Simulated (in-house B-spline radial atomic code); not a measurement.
# The cadmium ion Cd⁴⁺: [Kr] 4d8

All numbers are computed (Dirac-Kohn-Sham LDA VWN5, spherical fractional occupations; Fermi nucleus of rms radius 4.6087 fm) with a radial B-spline atomic code at the basis-set limit, not measured.

Screening seen three ways: the hydrogenic charge with the same mean radius, Z_r = [3n² - l(l+1)]/(2<r>), the one with the same energy, Z_e = n√(-2ε), and Slater's rules. Values are occupation-weighted means over j. An effective charge above Z reflects the relativistic contraction of the inner shells.

| shell | electrons | ε (eV) | <r> (bohr) | Z_r | Z_e | Slater |
| --- | --- | --- | --- | --- | --- | --- |
| 1s | 2 | -26531 | 0.03043 | 49.30 | 44.16 | 47.70 |
| 2s | 2 | -3986.1 | 0.1314 | 45.66 | 34.23 | 43.85 |
| 2p | 6 | -3588.9 | 0.1147 | 43.58 | 32.48 | 43.85 |
| 3s | 2 | -787.27 | 0.3586 | 37.64 | 22.82 | 36.75 |
| 3p | 6 | -656.36 | 0.3571 | 35.00 | 20.84 | 36.75 |
| 3d | 10 | -448.82 | 0.3348 | 31.36 | 17.23 | 26.85 |
| 4s | 2 | -159.35 | 0.8707 | 27.57 | 13.69 | 20.25 |
| 4p | 6 | -120.16 | 0.9427 | 24.40 | 11.89 | 20.25 |
| 4d | 8 | -62.722 | 1.153 | 18.21 | 8.59 | 9.55 |

The least bound orbital is 4d5/2 at -62.39 eV, and it is also the most diffuse (<r> = 1.158 bohr).

Spin-orbit splittings of the orbital energies (j = l + 1/2 above j = l - 1/2 when positive): 2p 192.2 eV, 3p 34.34 eV, 3d 6.989 eV, 4p 6.098 eV, 4d 0.8388 eV.

For the 1s electron the small component carries 3.09 % of the norm, the zero-frequency Breit interaction raises the level by 59.29 eV, self-energy by 33.29 eV, and vacuum polarisation lowers it by 4.244 eV.

The density falls to 0.001 bohr⁻³ at 2.854 bohr; Σ<r²> = 22.937 bohr² gives, by the non-relativistic formula and without the paramagnetism of open shells, a Langevin diamagnetic susceptibility of -18.17×10⁻⁶ cm³/mol.
